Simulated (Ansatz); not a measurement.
Species: MnBr (charge 0, septet). The spin state was set by rule; other spins were not relaxed. 
Geometry from a B3LYP-D3(BJ)/def2-TZVP (Ansatz, a first-principles code) optimisation:
```
Mn
Br 1 2.4108
```
Charge 0, spin multiplicity 7.

Wanted: vertical ionisation energy (to the sextet state of charge +1; each state is the SCF solution reached for its spin), in eV. Cores are frozen in the correlated levels unless marked. UHF or UKS for open shells. No spin-orbit coupling. The frozen core is the preceding noble-gas configuration, with the filled d and f shells of earlier blocks. No relativistic terms. Basis-set limits of correlation are two-point, X^-3; Hartree-Fock from the larger set.

| level | program | vertical ionisation energy (eV) |
|---|---|---|
| SVWN5/def2-TZVPD | Ansatz | 7.82 |
| B3LYP/def2-TZVPD | Ansatz | 7.81 |
| PBE0/def2-TZVPD | Ansatz | … |
| BHLYP/def2-TZVPD | Ansatz | … |
| CAM-B3LYP/def2-TZVPD | Ansatz | … |
| wB97M-V/def2-TZVPD | Ansatz | … |
| wB97X-V/def2-TZVPD | Ansatz | 7.75 |
| CCSD/def2-TZVPPD | Ansatz | 7.79 |
| CCSD/def2-QZVPPD | Ansatz | 7.82 |
| CCSD(T)/CBS(def2-TZVPPD,def2-QZVPPD) | Ansatz | 7.85 |

Question: What belongs in the gaps?

Answer: 
- PBE0/def2-TZVPD, vertical ionisation energy (eV): 7.86
- BHLYP/def2-TZVPD, vertical ionisation energy (eV): 7.78
- CAM-B3LYP/def2-TZVPD, vertical ionisation energy (eV): 7.90
- wB97M-V/def2-TZVPD, vertical ionisation energy (eV): 7.77
